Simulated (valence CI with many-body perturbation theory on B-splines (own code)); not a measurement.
E1 line list for Pb I

Level of theory: relativistic CI+MBPT: four valence electrons over a frozen Dirac-Fock core [Xe] 4f14 5d10, radial functions for each j: 11 s, 11 p, 10 d, 8 f, 5 g, 2 h, with the one-electron correlation potential Σ1 (screened to all orders), the two-electron term Σ2, the three-electron term Σ3, Breit, model QED; selected single and double excitations, second order for the rest, scaled by the run's own slope (own B-spline code, finite nucleus).

Against 21 measured levels this calculation errs by 188 cm⁻¹ on average and by 486 at most. These come from a selection out of the NIST Handbook of Basic Atomic Spectroscopic Data. Levels without a partner in it may be off by more. Among the levels kept, up to 270 cm⁻¹ of a level comes from second order outside the variational space, and about a tenth of that is noise between levels of different J, which matters for small intervals.

Lines 151 to 200 of 341 in falling wavelength, among levels below 57141 cm⁻¹, chosen from the strongest by gf and those to the six lowest levels. Wavelengths and rates use the calculated energies, so an error of 200 cm⁻¹ moves a line at 1451 nm by 2.9 % and its rate by three times that or more. Electric multipoles are in the length gauge, E1 and E2 with the static RPA response of the core. Weak lines are less certain than strong ones. Lines between different terms over intervals too small for the method are left out, as are lines whose strength nearly cancels and 4 of this kind that miss the measured wavelength by over 7 %. Where a level lies close to another of its J and parity, the split of strength between their lines is uncertain. The highest levels of a list are the least certain.

Levels are named by their leading jj configuration (3d3/2^4 stands for four electrons in 3d with j = 3/2), which in mixed levels can hold well under half, so a name can repeat and another be missing.

```tsv
λ vac (nm)	λ from measured levels	Upper	Lower	A (s⁻¹)	log gf	Branch %
1554		(5f7/2 6s^2 6p1/2) J=4	(6s^2 6p1/2 6d5/2) J=3	1.65e+07	0.73	99.9
1552		(5f5/2 6s^2 6p1/2) J=3	(6s^2 6p1/2 6d5/2) J=3	6.57e+05	-0.78	3.7
1550		(5f5/2 6s^2 6p1/2) J=2	(6s^2 6p1/2 6d5/2) J=3	8.10e+04	-1.84	0.5
1530		(6s^2 6p1/2 10p3/2) J=1	(6s^2 6p3/2 7s) J=1	1.43e+05	-1.82	7.7
1528		(6s^2 6p1/2 10p3/2) J=2	(6s^2 6p3/2 7s) J=1	1.14e+05	-1.70	5.5
1502		(5f5/2 6s^2 6p1/2) J=2	(6s^2 6p1/2 6d3/2) J=1	1.35e+07	0.36	79.4
1489		(5f7/2 6s^2 6p1/2) J=3	(6s^2 6p1/2 6d5/2) J=2	1.40e+07	0.51	82.1
1487		(5f5/2 6s^2 6p1/2) J=3	(6s^2 6p1/2 6d5/2) J=2	2.34e+06	-0.27	13.0
1485		(5f5/2 6s^2 6p1/2) J=2	(6s^2 6p1/2 6d5/2) J=2	7.72e+05	-0.89	4.6
1451	1534	(6s^2 6p3/2 7s) J=1	(6s^2 6p1/2 7p1/2) J=1	1.04e+06	-1.01	0.5
1387	1371	(6s^2 6p1/2 7d3/2) J=2	(6s^2 6p1/2 7p3/2) J=2	1.88e+06	-0.57	11.3
1365		(5f7/2 6s^2 6p1/2) J=3	(6s^2 6p1/2 6d3/2) J=2	1.76e+06	-0.46	10.3
1363		(5f5/2 6s^2 6p1/2) J=3	(6s^2 6p1/2 6d3/2) J=2	1.49e+07	0.46	82.8
1361		(5f5/2 6s^2 6p1/2) J=2	(6s^2 6p1/2 6d3/2) J=2	2.00e+06	-0.56	11.8
1354		(6s^2 6p1/2 11p1/2) J=1	(6s^2 6p3/2 7s) J=1	6.61e+05	-1.26	43.3
1348	1333	(6s^2 6p1/2 7d5/2) J=2	(6s^2 6p1/2 7p3/2) J=2	5.51e+05	-1.12	0.9
1346		(6s^2 6p1/2 11p3/2) J=1	(6s^2 6p3/2 7s) J=1	2.99e+06	-0.61	50.6
1344	1310	(6s^2 6p1/2 7p1/2) J=1	(6s^2 6p1/2 7s) J=1	9.91e+06	-0.09	65.8
1340		(6s^2 6p1/2 11p3/2) J=2	(6s^2 6p3/2 7s) J=1	4.60e+05	-1.21	20.0
1327	1315	(6s^2 6p1/2 7d5/2) J=3	(6s^2 6p1/2 7p3/2) J=2	7.52e+06	0.14	12.6
1321	1310	(6s^2 6p1/2 7d5/2) J=2	(6s^2 6p1/2 7p3/2) J=1	7.69e+06	0.00	12.0
1309	1300	(6s^2 6p1/2 7d3/2) J=1	(6s^2 6p1/2 7p3/2) J=2	2.15e+05	-1.78	0.2
1303		(6s^2 6p1/2 10p3/2) J=2	(6s^2 6p3/2 7s) J=2	9.50e+04	-1.92	4.6
1285		(6s^2 6p1/2 10p3/2) J=2	(6s^2 6p1/2 8s) J=1	4.19e+05	-1.29	20.1
1285	1256	(6s^2 6p1/2 7p1/2) J=1	(6s^2 6p1/2 7s) J=0	5.15e+06	-0.42	34.2
1283	1278	(6s^2 6p1/2 7d3/2) J=1	(6s^2 6p1/2 7p3/2) J=1	9.24e+05	-1.16	0.7
1281		(6s^2 6p1/2 10p3/2) J=1	(6s^2 6p1/2 8s) J=0	2.62e+05	-1.71	14.2
1242	1235	(6s^2 6p1/2 7d3/2) J=1	(6s^2 6p1/2 7p1/2) J=0	3.32e+06	-0.64	2.7
1189		(6s^2 6p1/2 9p3/2) J=2	(6s^2 6p1/2 6d5/2) J=3	1.53e+05	-1.79	4.3
1176		(6s^2 6p1/2 9s) J=1	(6s^2 6p1/2 7p3/2) J=2	1.41e+06	-1.06	4.7
1174		(6s^2 6p1/2 11p1/2) J=1	(6s^2 6p3/2 7s) J=2	2.73e+05	-1.77	17.9
1168		(6s^2 6p1/2 11p3/2) J=1	(6s^2 6p3/2 7s) J=2	1.61e+06	-1.00	27.3
1164		(6s^2 6p1/2 11p3/2) J=2	(6s^2 6p3/2 7s) J=2	7.29e+05	-1.13	31.7
1161		(6s^2 6p1/2 9s) J=0	(6s^2 6p1/2 7p3/2) J=1	1.74e+06	-1.45	8.3
1155		(6s^2 6p1/2 9s) J=1	(6s^2 6p1/2 7p3/2) J=1	2.58e+05	-1.81	0.9
1150		(6s^2 6p1/2 11p3/2) J=2	(6s^2 6p1/2 8s) J=1	3.46e+05	-1.46	15.0
1122		(6s^2 6p1/2 9s) J=1	(6s^2 6p1/2 7p1/2) J=0	3.58e+05	-1.69	1.2
1119		(6s^2 6p1/2 6f7/2) J=3	(6s^2 6p1/2 6d5/2) J=3	3.98e+05	-1.28	4.9
1119		(6s^2 6p1/2 6f7/2) J=4	(6s^2 6p1/2 6d5/2) J=3	5.90e+06	0.00	73.0
1118		(6s^2 6p1/2 6f5/2) J=3	(6s^2 6p1/2 6d5/2) J=3	2.41e+05	-1.50	2.7
1117	1097	(6s^2 6p1/2 7p1/2) J=0	(6s^2 6p1/2 7s) J=1	2.10e+07	-0.41	100.0
1110		(6s^2 6p1/2 9p1/2) J=1	(6s^2 6p1/2 6d3/2) J=2	1.75e+05	-2.01	11.6
1095	1089	(6s^2 6p1/2 7d3/2) J=2	(6s^2 6p1/2 7p1/2) J=1	6.02e+06	-0.27	36.4
1092		(6s^2 6p1/2 6f5/2) J=2	(6s^2 6p1/2 6d3/2) J=1	5.05e+06	-0.35	59.2
1085	1065	(6s^2 6p1/2 7p3/2) J=1	(6s^2 6p1/2 7s) J=1	8.07e+06	-0.37	31.4
1085		(6s^2 6p1/2 6f7/2) J=3	(6s^2 6p1/2 6d5/2) J=2	5.10e+06	-0.20	62.1
1084		(6s^2 6p1/2 6f5/2) J=3	(6s^2 6p1/2 6d5/2) J=2	8.14e+05	-1.00	9.0
1083		(6s^2 6p1/2 6f5/2) J=2	(6s^2 6p1/2 6d5/2) J=2	2.92e+05	-1.59	3.4
1068	1050	(6s^2 6p1/2 7p3/2) J=2	(6s^2 6p1/2 7s) J=1	2.47e+07	0.32	100.0
1046	1029	(6s^2 6p1/2 7p3/2) J=1	(6s^2 6p1/2 7s) J=0	1.76e+07	-0.06	68.6
```

Question: How does gf follow from A for the line at 1489 nm?

Answer: gf = 1.4992 × (2J+1)_upper × A / σ², with σ = 6714 cm⁻¹ and 2J+1 = 7: gf = 3.27.
